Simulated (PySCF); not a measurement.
**Computed spin Hamiltonian**

Compound: C7H11O (doublet state).
Geometry (GFN2-xTB, Å), atoms numbered from 1 in this order:
```xyz
19
C7H11O angstrom
C     -3.0714    0.2366    0.1685
O     -1.7839    0.4452    0.6829
C     -0.7971   -0.4519    0.1868
C     -0.3980   -0.2304   -1.2437
C      0.9444    0.0546   -1.3259
C      1.5400    0.0643   -0.0806
C      2.9610    0.3245    0.2452
C      0.5101   -0.2175    0.9687
H     -3.3988   -0.8003    0.3247
H     -3.7309    0.9095    0.7144
H     -3.1297    0.4672   -0.9012
H     -1.1751   -1.4833    0.3252
H     -1.0853   -0.2967   -2.0653
H      1.4685    0.2442   -2.2477
H      3.3908   -0.5155    0.7951
H      3.5429    0.4855   -0.6590
H      3.0536    1.2056    0.8838
H      0.7811   -1.0731    1.5906
H      0.3681    0.6407    1.6301
```

The hyperfine couplings belong to this conformer and change with its torsions.

The species is `C1(C[C@@H](OC)[CH]C=1)C` [radical].

Method used: PySCF 2.14.0, UKS B3LYP, pcH-1 on C H O, non-relativistic, mean-field spin-orbit, GIAO. Geometry: GFN2-xTB, one conformer, isolated molecule. A GFN2-xTB geometry isn't a minimum of the functional, and hyperfine couplings can be far from their values at a DFT geometry. Stability of the SCF solution: not tested. ⟨S²⟩ is 0.773 where a pure state has 0.75.

```
g1, g2, g3                      : 2.00212, 2.00267, 2.00289
g_iso                           : 2.00256
Form of g                       : rhombic: the two nearest values differ by 29 % of g3 − g1
⟨S²⟩                            : 0.7730 (exact 0.7500)
HOMO–LUMO gap, α and β orbitals : 5.44, 5.20 eV
Total energy                    : -348.55084 Eh
```

Hyperfine couplings atom by atom, in mT; T1 to T3 are the principal values of the dipolar part (MHz turned into mT with g_iso):

```
atom  isotope  a_iso     T1     T2    T3  Mulliken spin population
  C1      13C   0.01  -0.02  -0.01  0.03                      0.00
  O2      17O  -0.76  -0.28   0.13  0.15                      0.02
  C3      13C  -0.62  -0.05  -0.01  0.07                     -0.04
  C4      13C   1.95  -1.81  -1.75  3.55                      0.64
  C5      13C  -1.60  -0.92   0.41  0.51                     -0.24
  C6      13C   2.02  -1.83  -1.79  3.61                      0.61
  C7      13C  -0.79  -0.05   0.00  0.05                     -0.05
  C8      13C  -0.62  -0.02   0.00  0.02                     -0.05
  H9       1H  -0.01  -0.05  -0.04  0.08                      0.00
 H10       1H   0.01  -0.04  -0.03  0.06                      0.00
 H11       1H  -0.01  -0.08  -0.07  0.14                      0.00
 H12       1H   1.68  -0.11  -0.08  0.19                      0.02
 H13       1H  -1.47  -0.89   0.00  0.89                     -0.03
 H14       1H   0.35  -0.17  -0.01  0.18                      0.01
 H15       1H   2.41  -0.12  -0.10  0.21                      0.03
 H16       1H   0.07  -0.12  -0.09  0.21                      0.00
 H17       1H   2.52  -0.12  -0.09  0.21                      0.03
 H18       1H   1.71  -0.13  -0.06  0.19                      0.02
 H19       1H   1.85  -0.13  -0.06  0.19                      0.02
```

The largest Mulliken spin populations are on C4 (+0.64), C6 (+0.61) and C5 (-0.24). The positive populations add up to 1.40 and the negative ones to -0.40, together 2S = 1. The angles at C4 add up to 360.0°, so it is planar; its axial dipolar tensor and the negative coupling of its proton fit spin in a p orbital normal to that plane.

Axes: g2 points within 5° of the C4–C5 bond.

Under fast tumbling the dipolar parts average out, and these isotropic splittings remain: 1 × 1H (H19, I = 1/2, 2 lines) with 1.85 mT, 1 × 1H (H18, I = 1/2, 2 lines) with 1.71 mT, 1 × 1H (H12, I = 1/2, 2 lines) with 1.68 mT, 3 × 1H (H15/H16/H17, I = 1/2, 4 lines) with 1.67 mT, 1 × 1H (H13, I = 1/2, 2 lines) with 1.47 mT and 1 × 1H (H14, I = 1/2, 2 lines) with 0.35 mT.

Means are taken over nuclei equivalent by connectivity, which assumes that they swap fast. The three 1H nuclei of mean +46.8 MHz run from 2.1 to 70.7 MHz in the frozen geometry.

The 13C coupling of C6 (56.7 MHz) shows only in satellite lines or after enrichment, since that isotope makes up about 1.07 % of natural carbon.

The 17O coupling of O2 (-21.3 MHz) shows only in satellite lines or after enrichment, since that isotope makes up about 0.038 % of natural oxygen.

The spin density at the nucleus, in bohr⁻³, is negative for C5 (-0.0400), C7 (-0.0198) and C3 (-0.0155), for instance. A restricted open-shell determinant has no negative spin density anywhere; here it arises because α and β orbitals differ (spin polarisation).
